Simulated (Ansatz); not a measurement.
```yaml
crystal:
  periodic: [false, false, false]
  atoms:
    - {symbol: N, position_ang: [-0.956095, 2.740394, -0.146943]}
    - {symbol: In, position_ang: [0.033727, 1.022603, -0.403935]}
    - {symbol: O, position_ang: [1.391870, 0.617680, -1.775085]}
    - {symbol: O, position_ang: [-0.505886, -0.543537, 0.692482]}
    - {symbol: Si, position_ang: [-0.067973, -2.106412, 0.742780]}
    - {symbol: H, position_ang: [-0.451687, 3.575472, -0.409958]}
    - {symbol: H, position_ang: [-1.339903, 2.864062, 0.779850]}
    - {symbol: H, position_ang: [1.651981, -0.307271, -1.743780]}
    - {symbol: H, position_ang: [-1.231421, -2.994207, 0.469484]}
    - {symbol: H, position_ang: [0.493068, -2.458122, 2.076554]}
    - {symbol: H, position_ang: [0.982319, -2.410672, -0.281460]}
basis:
  gaussian: {orbitals: def2-TZVP, fitting: {mean_field: cc-pVTZ-jkfit}}
hamiltonian: {xc: {name: r2SCAN}, dispersion: d4}
scf: {lower_state_search: full}
output: {forces: true}
```

```sh
$ ansatz run in.yaml --threads 4 --pin off --events-out ev --progress --plain --max-ram 10444MiB
```

(1) How does Ansatz answer? (Estimate.)

Results:

(1) The calculation gave: The input was rejected before any iteration.
```
Functional definition: r2SCAN
Error: <dir> the basis set cc-pVTZ-JKFIT has no functions for In
```
